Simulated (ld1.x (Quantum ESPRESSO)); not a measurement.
**Which change was made? (Fe, TM)**

Fe (Z = 26), norm-conserving Troullier–Martins (Kleinman–Bylander form), made with ld1.x (Quantum ESPRESSO) 7.5 (PBEsol, scalar-relativistic). Core [Ne] 3s2, reference 3p6 3d6 4s2 4p0. Waves: 3p (bound): rc 1.30 bohr; 3d (bound): rc 1.00 bohr; 4s (bound): rc 2.25 bohr. Local part: the s channel. Core correction: none.

Cutoffs, loose and tight: the cutoffs (Ry, on a coarse ladder) from which the occupation-weighted sum of valence levels, in a spherical-Bessel basis at the reference potential, stays within 10 and 1 mRy of its value at 400 Ry. They do not see the model core or the augmentation charge, which bear on the density cutoff. Test errors are all-electron minus pseudo excitation energies from the reference, over the configurations 3p6 3d6 4s1 4p0; 3p6 3d6 4s0 4p0; 3p6 3d5 4s0 4p0; 3p6 3d6 4s0 4p2; 3p6 3d7 4s1 4p0; 3p6 3d6 4s1 4p1; 3p6 3d6 4s0 4p1; variants that change the core or the reference have their own tests. The largest error is taken over the tests solved by every variant that gives reliable tests at all, those not shown here included: 3p6 3d5 4s0 4p0; 3p6 3d6 4s0 4p0; 3p6 3d6 4s0 4p1; 3p6 3d6 4s0 4p2; 3p6 3d7 4s1 4p0.

The base gives: outcome: generated; cutoff, loose: 200 Ry; cutoff, tight: 300 Ry; bound ghosts: none; largest test error (meV): -1534.

(1) After one change the result is: outcome: generated, misses its reference levels by 0.55 eV; cutoff, loose: 200 Ry; cutoff, tight: 300 Ry; bound ghosts: none; largest test error (meV): +859. Which change was it?
A. reference 3p6 3d6 4s1.5 4p0.5
B. core [Ar], valence charge 8; reference 3d6 4s1 4p0; waves now 4p (bound): rc 2.40 bohr; 3d (bound): rc 0.85 bohr; 4s (bound): rc 2.15 bohr; core correction Bessel-smoothed model core inside 0.70 bohr
C. local potential the d channel

Answers

(1) A. The others give: local potential the d channel → outcome: generated; cutoff, loose: 200 Ry; cutoff, tight: 230 Ry; bound ghosts: s; largest test error (meV): +91 | core [Ar], valence charge 8; reference 3d6 4s1 4p0; waves now 4p (bound): rc 2.40 bohr; 3d (bound): rc 0.85 bohr; 4s (bound): rc 2.15 bohr; core correction Bessel-smoothed model core inside 0.70 bohr → outcome: generated; cutoff, loose: 260 Ry; cutoff, tight: over 300 Ry; bound ghosts: none; largest test error (meV): -565.
